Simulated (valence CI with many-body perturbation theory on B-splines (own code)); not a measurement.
**E1 transitions of Rb XXXII**

Computed by relativistic CI+MBPT: four valence electrons over a frozen Dirac-Fock core [He], radial functions for each j: 11 s, 11 p, 9 d, 7 f, 5 g, 2 h, 1 i, with the one-electron correlation potential Σ1 (screened to all orders), the two-electron term Σ2, the three-electron term Σ3, Breit, model QED; selected single and double excitations, second order for the rest (own B-spline code, finite nucleus).

The last digits are not significant, and no measured levels were compared; by estimate large intervals hold to a few tenths of a per cent, small ones and those within an open d or f shell to about a per cent. Among the levels kept, up to 280 cm⁻¹ of a level comes from second order outside the variational space, and about a tenth of that is noise between levels of different J, which matters for small intervals.

Lines 101 to 150 of 250 in falling wavelength, among levels below 19590 × 10³ cm⁻¹, chosen from the strongest by gf and those to the six lowest levels. Wavelengths and rates use the calculated energies. Electric multipoles are in the length gauge, E1 and E2 with the static RPA response of the core. Weak lines are less certain than strong ones. Lines between different terms over intervals too small for the method are left out, as are lines whose strength nearly cancels. The highest levels of a list are the least certain.

Levels are named by their leading jj configuration (3d3/2^4 stands for four electrons in 3d with j = 3/2), which in mixed levels can hold well under half, so a name can repeat and another be missing. Letters in brackets count levels of one name in rising energy.

| λ vac (Å) | Upper | Lower | A (s⁻¹) | S (a.u.) with core polarisation | S without |
| --- | --- | --- | --- | --- | --- |
| 5.940 | (2s^2 2p1/2 3s) J=0 | (2s^2 2p1/2 2p3/2) J=1 | 9.68e+12 | 1.00e-03 | 9.98e-04 |
| 5.935 | (2s^2 2p1/2 3s) J=1 | (2s^2 2p1/2 2p3/2) J=1 | 1.60e+12 | 4.95e-04 | 4.93e-04 |
| 5.917 | (2s 2p3/2^2 3s) J=1 [b] | (2s 2p3/2^3) J=2 | 9.17e+12 | 2.81e-03 | 2.80e-03 |
| 5.890 | (2s^2 2p1/2 3d3/2) J=2 | (2s^2 2p3/2^2) J=2 | 5.93e+11 | 2.99e-04 | 2.99e-04 |
| 5.855 | (2s^2 2p1/2 3d5/2) J=2 | (2s^2 2p3/2^2) J=2 | 7.88e+11 | 3.90e-04 | 3.90e-04 |
| 5.849 | (2s^2 2p3/2 3p3/2) J=2 | (2s 2p1/2^2 2p3/2) J=2 | 1.30e+12 | 6.43e-04 | 6.40e-04 |
| 5.847 | (2s 2p1/2 2p3/2 3d5/2) J=2 [a] | (2s 2p1/2 2p3/2^2) J=1 [a] | 1.11e+13 | 5.47e-03 | 5.47e-03 |
| 5.836 | (2s 2p1/2 2p3/2 3d5/2) J=2 [b] | (2s 2p1/2 2p3/2^2) J=1 [b] | 7.50e+12 | 3.68e-03 | 3.68e-03 |
| 5.836 | (2s 2p1/2 2p3/2 3s) J=2 [a] | (2s 2p1/2^2 2p3/2) J=2 | 4.26e+12 | 2.09e-03 | 2.08e-03 |
| 5.827 | (2s 2p1/2 2p3/2 3d5/2) J=0 | (2s 2p1/2 2p3/2^2) J=1 [b] | 4.24e+13 | 4.14e-03 | 4.14e-03 |
| 5.826 | (2s 2p1/2 2p3/2 3d5/2) J=1 [b] | (2s 2p1/2 2p3/2^2) J=1 [b] | 2.83e+13 | 8.28e-03 | 8.29e-03 |
| 5.820 | (2s 2p3/2^2 3s) J=3 | (2s 2p1/2 2p3/2^2) J=3 | 7.73e+12 | 5.26e-03 | 5.25e-03 |
| 5.809 | (2s 2p1/2 2p3/2 3d5/2) J=1 [a] | (2s 2p1/2 2p3/2^2) J=0 | 3.27e+13 | 9.49e-03 | 9.50e-03 |
| 5.809 | (2s 2p1/2 2p3/2 3d5/2) J=2 [b] | (2s 2p1/2 2p3/2^2) J=2 [b] | 1.43e+13 | 6.90e-03 | 6.91e-03 |
| 5.806 | (2s 2p1/2 2p3/2 3d5/2) J=3 [b] | (2s 2p1/2 2p3/2^2) J=2 [b] | 4.81e+12 | 3.25e-03 | 3.26e-03 |
| 5.800 | (2s 2p1/2 2p3/2 3s) J=2 [c] | (2s 2p1/2^2 2p3/2) J=1 | 9.41e+12 | 4.53e-03 | 4.53e-03 |
| 5.799 | (2s 2p1/2 2p3/2 3s) J=1 [a] | (2s 2p1/2^2 2p3/2) J=2 | 4.09e+11 | 1.18e-04 | 1.18e-04 |
| 5.789 | (2s 2p1/2 2p3/2 3s) J=3 | (2s 2p1/2^2 2p3/2) J=2 | 8.48e+12 | 5.68e-03 | 5.67e-03 |
| 5.782 | (2s 2p3/2^2 3s) J=2 [b] | (2s 2p1/2 2p3/2^2) J=2 [b] | 4.53e+12 | 2.16e-03 | 2.16e-03 |
| 5.781 | (2s^2 2p3/2 3s) J=2 | (2s^2 2p1/2 2p3/2) J=2 | 4.38e+12 | 2.09e-03 | 2.08e-03 |
| 5.780 | (2s^2 2p1/2 3s) J=1 | (2s^2 2p1/2^2) J=0 | 3.41e+12 | 9.74e-04 | 9.71e-04 |
| 5.777 | (2s 2p1/2 2p3/2 3d5/2) J=0 | (2s 2p1/2 2p3/2^2) J=1 [a] | 2.33e+13 | 2.22e-03 | 2.22e-03 |
| 5.777 | (2s 2p1/2 2p3/2 3d5/2) J=1 [b] | (2s 2p1/2 2p3/2^2) J=1 [a] | 2.24e+13 | 6.39e-03 | 6.39e-03 |
| 5.772 | (2s 2p3/2^2 3s) J=3 | (2s 2p1/2 2p3/2^2) J=2 [a] | 8.39e+12 | 5.58e-03 | 5.57e-03 |
| 5.772 | (2s 2p1/2^2 3d5/2) J=2 | (2s 2p1/2^2 2p3/2) J=1 | 4.95e+13 | 2.35e-02 | 2.35e-02 |
| 5.769 | (2s^2 2p3/2 3s) J=1 | (2s^2 2p1/2 2p3/2) J=2 | 2.00e+12 | 5.67e-04 | 5.64e-04 |
| 5.753 | (2s^2 2p3/2 3s) J=2 | (2s^2 2p1/2 2p3/2) J=1 | 4.02e+12 | 1.89e-03 | 1.88e-03 |
| 5.752 | (2s 2p1/2 2p3/2 3s) J=2 [b] | (2s 2p1/2^2 2p3/2) J=2 | 3.10e+11 | 1.46e-04 | 1.45e-04 |
| 5.745 | (2s^2 2p3/2 3d3/2) J=1 | (2s^2 2p3/2^2) J=0 | 2.09e+12 | 5.87e-04 | 5.87e-04 |
| 5.742 | (2s 2p1/2 2p3/2 3d3/2) J=3 [b] | (2s 2p1/2 2p3/2^2) J=3 | 1.30e+13 | 8.52e-03 | 8.53e-03 |
| 5.741 | (2s^2 2p3/2 3s) J=1 | (2s^2 2p1/2 2p3/2) J=1 | 6.98e+11 | 1.95e-04 | 1.95e-04 |
| 5.741 | (2s 2p1/2 2p3/2 3d3/2) J=2 [b] | (2s 2p1/2 2p3/2^2) J=3 | 7.34e+12 | 3.43e-03 | 3.43e-03 |
| 5.725 | (2s 2p1/2^2 3p3/2) J=2 | (2s^2 2p3/2^2) J=2 | 4.11e+11 | 1.90e-04 | 1.90e-04 |
| 5.724 | (2s 2p1/2 2p3/2 3d5/2) J=2 [a] | (2s 2p1/2 2p3/2^2) J=2 [a] | 3.27e+13 | 1.51e-02 | 1.52e-02 |
| 5.717 | (2s^2 2p1/2 3d3/2) J=2 | (2s^2 2p1/2 2p3/2) J=2 | 1.13e+13 | 5.20e-03 | 5.21e-03 |
| 5.715 | (2s 2p1/2^2 3d3/2) J=1 | (2s 2p1/2^2 2p3/2) J=2 | 1.49e+12 | 4.13e-04 | 4.14e-04 |
| 5.714 | (2s 2p1/2 2p3/2 3d5/2) J=3 [a] | (2s 2p1/2 2p3/2^2) J=2 [a] | 3.78e+13 | 2.43e-02 | 2.44e-02 |
| 5.711 | (2s 2p1/2 2p3/2 3d5/2) J=2 [b] | (2s 2p1/2 2p3/2^2) J=3 | 8.10e+12 | 3.72e-03 | 3.73e-03 |
| 5.709 | (2s 2p1/2^2 3d3/2) J=2 | (2s 2p1/2^2 2p3/2) J=2 | 1.28e+13 | 5.87e-03 | 5.88e-03 |
| 5.708 | (2s 2p1/2 2p3/2 3d5/2) J=3 [b] | (2s 2p1/2 2p3/2^2) J=3 | 2.85e+13 | 1.83e-02 | 1.84e-02 |
| 5.707 | (2s^2 2p3/2 3d5/2) J=1 | (2s^2 2p3/2^2) J=0 | 8.85e+13 | 2.44e-02 | 2.44e-02 |
| 5.704 | (2s 2p1/2 2p3/2 3d5/2) J=4 [b] | (2s 2p1/2 2p3/2^2) J=3 | 8.21e+13 | 6.77e-02 | 6.78e-02 |
| 5.697 | (2s^2 2p3/2 3d3/2) J=2 | (2s^2 2p3/2^2) J=2 | 1.70e+12 | 7.77e-04 | 7.78e-04 |
| 5.695 | (2s 2p1/2 2p3/2 3d3/2) J=3 [b] | (2s 2p1/2 2p3/2^2) J=2 [a] | 2.41e+13 | 1.54e-02 | 1.54e-02 |
| 5.689 | (2s^2 2p1/2 3d3/2) J=2 | (2s^2 2p1/2 2p3/2) J=1 | 1.27e+12 | 5.76e-04 | 5.76e-04 |
| 5.687 | (2s 2p1/2^2 3d5/2) J=3 | (2s 2p1/2^2 2p3/2) J=2 | 4.49e+13 | 2.85e-02 | 2.86e-02 |
| 5.687 | (2s^2 2p3/2 3d3/2) J=3 | (2s^2 2p3/2^2) J=2 | 7.33e+12 | 4.66e-03 | 4.67e-03 |
| 5.685 | (2s^2 2p1/2 3d3/2) J=1 | (2s^2 2p1/2 2p3/2) J=2 | 1.67e+12 | 4.55e-04 | 4.55e-04 |
| 5.684 | (2s^2 2p1/2 3d5/2) J=2 | (2s^2 2p1/2 2p3/2) J=2 | 8.23e+12 | 3.73e-03 | 3.74e-03 |
| 5.683 | (2s^2 2p1/2 3d5/2) J=3 | (2s^2 2p1/2 2p3/2) J=2 | 5.94e+13 | 3.76e-02 | 3.77e-02 |
